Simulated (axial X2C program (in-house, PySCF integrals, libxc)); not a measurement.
Low determinants of RhCl⁻ at the PBE0 level, 2c

Calculated with an axial X2C code built on PySCF integrals. Two-component (2c) means X2C with spin–orbit coupling and atomic mean-field two-electron Coulomb terms, the Gaunt term switched off. Basis: Rh dyall-av3z [13s13p9d3f2g], Cl dyall-av3z [9s8p3d2f] (cores contracted in-house); Gaussian nuclei, density fitting, unrestricted open shells. Masses: Rh 102.906 u, Cl 34.969 u.

Search at 2.306 Å (vertical energies from the lowest determinant):

```json
{"ΔE (eV)": "0.00", "state": "Ω = 5/2", "electrons beyond evenly filled partner blocks": "ω = 5/2", "electrons in ±ω = 1/2, 3/2, 5/2, 7/2": "42 18 3 0"}
{"ΔE (eV)": "0.13", "state": "Ω = 7/2", "electrons beyond evenly filled partner blocks": "2 × ω = 1/2, ω = 5/2", "electrons in ±ω = 1/2, 3/2, 5/2, 7/2": "42 18 3 0"}
{"ΔE (eV)": "0.22", "state": "Ω = 3/2", "electrons beyond evenly filled partner blocks": "ω = 3/2", "electrons in ±ω = 1/2, 3/2, 5/2, 7/2": "42 17 4 0"}
{"ΔE (eV)": "0.29", "state": "Ω = 9/2", "electrons beyond evenly filled partner blocks": "ω = 1/2, ω = 3/2, ω = 5/2", "electrons in ±ω = 1/2, 3/2, 5/2, 7/2": "43 17 3 0"}
{"ΔE (eV)": "0.35", "state": "Ω = 1/2", "electrons beyond evenly filled partner blocks": "ω = 1/2", "electrons in ±ω = 1/2, 3/2, 5/2, 7/2": "41 18 4 0"}
{"ΔE (eV)": "0.38", "state": "Ω = 1/2", "electrons beyond evenly filled partner blocks": "2 × ω = -1/2, ω = 3/2", "electrons in ±ω = 1/2, 3/2, 5/2, 7/2": "42 17 4 0"}
{"ΔE (eV)": "0.53", "state": "Ω = 7/2", "electrons beyond evenly filled partner blocks": "ω = -1/2, ω = 3/2, ω = 5/2", "electrons in ±ω = 1/2, 3/2, 5/2, 7/2": "43 17 3 0"}
```

Lowest determinant, Ω = 5/2 (⟨Sz⟩ = 0.49, ⟨Lz⟩ = 2.01 at PBE0): Re = 2.300 Å, ωe = 288.5 cm⁻¹.

The determinant in row 2 of the search, Ω = 7/2 (⟨Sz⟩ = 1.49, ⟨Lz⟩ = 2.01 at PBE0), was followed along the bond at PBE0; measured from the minimum of the lowest determinant it gives:

Te = 0.072 eV (582 cm⁻¹), Re = 2.439 Å, ωe = 241.5 cm⁻¹.

Question: Compare the bond of the determinant in row 2 with that of the lowest one.

Answer: At PBE0 its Re is 0.139 Å longer and its force constant, which goes as ωe², is 0.70 times that of the lowest determinant. T0 ≈ Te + Δωe/2 = 582 + (-24) = 558 cm⁻¹.

The search compares states at one distance, so a state with another bond length can lie lower; it is not exhaustive and yields mostly the lowest determinant of each block pattern, so other components and higher states of one pattern are missing. These are energies of single determinants, not of spin-adapted states; PBE0 term energies can be off by some tenths of an eV, and the functional has no current term. The lowest determinant need not be the ground state where others lie within half an eV. For an anion, determinants above electron detachment are held by the basis set. The highest occupied level of some functionals is positive through self-interaction error; at Hartree–Fock it is bound. Row 1 has a positive highest level at its minimum. Row 2 has a positive highest level at its minimum.
